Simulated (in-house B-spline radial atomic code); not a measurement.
A run on the xenon ion Xe⁴⁺ (an excited or competing configuration) that did not converge. Method: scalar-relativistic (X2C) B97-1, spin-polarised, spherical fractional occupations, exact exchange averaged over the configuration, Fermi nucleus of rms radius 4.7859 fm; computed with a B-spline radial code for spherical atoms.

Command:
```bash
python run_scf.py task.json out
```
Settings (nuclear radius in fm, mass in u):
```
Z                54
configuration    [Kr] 4d10 5s1 5p2 5f1
hamiltonian      x2c
method           b97_1
spin_polarised   True
nucleus          fermi
rms_radius       4.7859
atomic_mass      131.90416
speed_of_light   137.035999084
exact_exchange   averaged over the configuration
```

First and last ten iterations of the last attempt (damped for 15 steps, keeping 80 % of the old Fock matrix, then DIIS):
```
 iter        energy (Eh)    residual
    1       -7425.141356    6.71e-01
    2       -7434.614588    5.96e-01
    3       -7437.698375    4.13e-01
    4       -7439.239617    2.82e-01
    5       -7439.989119    1.90e-01
    6       -7440.345402    1.27e-01
    7       -7440.511972    8.45e-02
    8       -7440.589047    5.58e-02
    9       -7440.624555    3.69e-02
   10       -7440.640938    2.64e-02
  111       -7440.655677    1.10e-06
  112       -7440.655677    1.09e-06
  113       -7440.655677    1.09e-06
  114       -7440.655677    1.13e-06
  115       -7440.655677    1.17e-06
  116       -7440.655677    4.72e-06
  117       -7440.655677    2.29e-05
  118       -7440.655677    1.28e-06
  119       -7440.655677    1.23e-06
  120       -7440.655677    1.21e-06
 not converged after 120 iterations
```

The smallest residual met was 1.0e-06; the threshold is about 5e-07. Over the last five steps the energy moves by less than 1e-08 hartree, but the orbitals didn't meet the threshold. Run time, properties included: 4.4 s on 1 thread of Intel(R) Xeon(R) Platinum 8488C (shared host).
